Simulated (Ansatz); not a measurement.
Geometry optimisation, UKS PBE-D4/def2-SVP (Ansatz 0.2.0).

input.yaml

```yaml
crystal:
  periodic: [false, false, false]
  atoms:
    - { symbol: F, position_ang: [0.67, 1.1407, 0.482] }
    - { symbol: Ge, position_ang: [-0.5644, 0.1308, -0.2918] }
    - { symbol: H, position_ang: [-0.1166, -1.3363, -0.2035] }
magnetization:
  spin_polarized: true
basis:
  gaussian: { orbitals: def2-SVP }
hamiltonian:
  xc: pbe
  dispersion: d4
relax:
  f_tol: 0.02
  max_steps: 40
output:
  orbitals: {}
```

Command:

```bash
$ ansatz run input.yaml --threads 1 --pin off --max-ram 2048MiB --backend cpu --events-out ev --progress --plain --runs-dir out
```

Task: Where does it end, and by what steps?

Result: It converged. After 5 steps the energy has fallen by 0.201 eV; Ge2 moved furthest, 0.12 Å.

| step | energy less start (eV) | largest force component (eV/Å) | accepted |
| --- | --- | --- | --- |
| 0 | 0.0000 | 1.708 | yes |
| 1 | -0.1326 | 1.018 | yes |
| 2 | -0.1973 | 0.297 | yes |
| 3 | -0.2001 | 0.153 | yes |
| 4 | -0.2009 | 0.044 | yes |
| 5 | -0.2009 | 0.006 | yes |

```xyz
3
Properties=species:S:1:pos:R:3
F 0.680 1.036 0.477
Ge -0.659 0.198 -0.336
H -0.032 -1.299 -0.154
```

Whether the end is a true minimum wasn't checked by a vibrational analysis.

Run time: 7.2 s on 1 CPU thread of a shared host.
